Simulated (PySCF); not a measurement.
**Dipole response of Bi(2+) (bismuth, charge +2)**

[Xe] 4f14 5d10 6s1 6p2, high-spin 4P determinant (an excited configuration). Calculation: PySCF 2.14, in def2-QZVPPD with the def2 core potential (60 electrons) (8s6p5d4f1g, 88 functions); scalar relativity through the core potential. Coupled (time-dependent) response in atomic units; α is the mean over directions.

```
 method  mean α (bohr³)         α xx, yy, zz  C₆ (like pair)  S(−4)
LC-wPBE           16.38  15.42, 16.85, 16.85           121.8  66.28
```

S(−4) is the Cauchy moment in α(ω) = α(0) + S(−4) ω² + …

Spin-orbit coupling is absent.

α(iu) at LC-wPBE:

```csv
u (hartree),α(iu) (bohr³)
0,16.38
0.0500,16.21
0.100,15.74
0.200,14.17
0.300,12.26
0.500,8.947
0.750,6.332
1.00,4.802
1.50,3.160
2.00,2.289
3.00,1.373
5.00,0.6431
```

A single London oscillator, α(iu) = α/(1 + u²/ω²), gives C₆ = (3/4) ω α². Matching the computed C₆ needs ω = 4 × 121.8 / (3 × 16.38²) = 0.605 hartree.

For an ion, C₆ is the dispersion term alone; charge-induced terms of lower order in 1/R come first.

The components differ because the open shell of this determinant is not spherical; for a pure term their mean is the scalar polarisability.

Energies and moments cover only the electrons outside the core potential. Spin-orbit coupling is strong in this species (close to jj coupling), so the high-spin LS determinant is a model state, not a physical level.
